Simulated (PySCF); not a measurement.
# Potential energy of InH along the bond

Set-up: basis In cc-pVTZ-PP with ECP28, H cc-pVTZ; scalar-relativistic core potentials; PySCF 2.14. Energies in eV from In + H in their ground configurations at the same level. State: ¹Σ⁺ (singlet), closed shell.

All columns are PBE0. A positive dipole means In(−)H(+).

```json
{"R (Å)": "1.597", "E (eV)": "-2.240", "μ (D)": "0.44", "Mulliken charge on In (basis-dependent)": "0.11", "HOMO (eV)": "-5.51", "LUMO (eV)": "-1.70", "Mayer bond order": "0.97", "⟨S²⟩": "0.00"}
{"R (Å)": "1.671", "E (eV)": "-2.441", "μ (D)": "0.10", "Mulliken charge on In (basis-dependent)": "0.14", "HOMO (eV)": "-5.58", "LUMO (eV)": "-1.70", "Mayer bond order": "0.96", "⟨S²⟩": "0.00"}
{"R (Å)": "1.746", "E (eV)": "-2.555", "μ (D)": "-0.24", "Mulliken charge on In (basis-dependent)": "0.16", "HOMO (eV)": "-5.64", "LUMO (eV)": "-1.72", "Mayer bond order": "0.95", "⟨S²⟩": "0.00"}
{"R (Å)": "1.801", "E (eV)": "-2.598", "μ (D)": "-0.50", "Mulliken charge on In (basis-dependent)": "0.18", "HOMO (eV)": "-5.67", "LUMO (eV)": "-1.73", "Mayer bond order": "0.94", "⟨S²⟩": "0.00"}
{"R (Å)": "1.857", "E (eV)": "-2.610", "μ (D)": "-0.77", "Mulliken charge on In (basis-dependent)": "0.20", "HOMO (eV)": "-5.69", "LUMO (eV)": "-1.75", "Mayer bond order": "0.93", "⟨S²⟩": "0.00"}
{"R (Å)": "1.913", "E (eV)": "-2.598", "μ (D)": "-1.03", "Mulliken charge on In (basis-dependent)": "0.21", "HOMO (eV)": "-5.70", "LUMO (eV)": "-1.76", "Mayer bond order": "0.93", "⟨S²⟩": "0.00"}
{"R (Å)": "1.987", "E (eV)": "-2.553", "μ (D)": "-1.38", "Mulliken charge on In (basis-dependent)": "0.23", "HOMO (eV)": "-5.71", "LUMO (eV)": "-1.79", "Mayer bond order": "0.92", "⟨S²⟩": "0.00"}
{"R (Å)": "2.080", "E (eV)": "-2.460", "μ (D)": "-1.81", "Mulliken charge on In (basis-dependent)": "0.25", "HOMO (eV)": "-5.70", "LUMO (eV)": "-1.83", "Mayer bond order": "0.92", "⟨S²⟩": "0.00"}
{"R (Å)": "2.191", "E (eV)": "-2.313", "μ (D)": "-2.32", "Mulliken charge on In (basis-dependent)": "0.26", "HOMO (eV)": "-5.66", "LUMO (eV)": "-1.88", "Mayer bond order": "0.91", "⟨S²⟩": "0.00"}
{"R (Å)": "2.340", "E (eV)": "-2.081", "μ (D)": "-2.97", "Mulliken charge on In (basis-dependent)": "0.28", "HOMO (eV)": "-5.56", "LUMO (eV)": "-1.96", "Mayer bond order": "0.90", "⟨S²⟩": "0.00"}
```

A fit through these points gives, at Re = 1.856 Å, μ = -0.76 D and dμ/dR = -4.70 D/Å; the reduced mass is 0.9991 u.

Task: How strong is the fundamental in the double-harmonic approximation, I = 42.26·(dμ/dR)²/μred km/mol?

Result: I = 42.26·(-4.70)²/0.9991 = 934 km/mol at PBE0.

Spin–orbit coupling is left out, which matters for elements this heavy, above all for dissociation energies.
